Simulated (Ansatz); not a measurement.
C₂H₈GaN (`[CH3][Ga]([CH3])[NH2]`), relaxed with RKS PBE-D4/def2-SVP in Ansatz from a rough embedded geometry. The force threshold is 0.03 eV/Å; the program also tests the step.

Total charge 0; spin multiplicity 1.

Start:

```xyz
12

C     0.065    1.566    0.496
Ga   -0.241    0.058   -0.154
C     0.429   -1.552    0.440
N    -0.609   -0.092   -1.376
H    -0.248    2.644    0.146
H    -0.468    1.401    1.460
H     1.161    1.589    0.667
H    -0.070   -1.495    1.434
H     0.391   -2.629    0.140
H     1.494   -1.289    0.637
H    -0.220    0.002   -2.319
H    -1.684   -0.202   -1.571
```

Question: How much energy does the relaxation release, and in how many steps? (Best estimate.)

Answer: Computed: 1303.35 kJ/mol, in 11 steps.

Question: Which bonds change most? (Estimate.)

Answer: Ansatz gave: Ga2–N4 from 1.285 to 1.833 Å; C1–Ga2 from 1.671 to 1.979 Å; Ga2–C3 from 1.842 to 1.979 Å; N4–H12 from 1.098 to 1.021 Å.

Question: Give the relaxed structure. (Best estimate.)

Answer: Computed: 
```xyz
12

C     0.205    1.801    0.641
Ga   -0.055   -0.007   -0.120
C     0.463   -1.725    0.713
N    -0.865   -0.099   -1.763
H    -0.098    2.596   -0.068
H    -0.393    1.917    1.569
H     1.268    1.963    0.916
H    -0.021   -1.839    1.705
H     0.180   -2.592    0.085
H     1.560   -1.759    0.880
H    -1.179    0.713   -2.298
H    -1.065   -0.968   -2.260
```
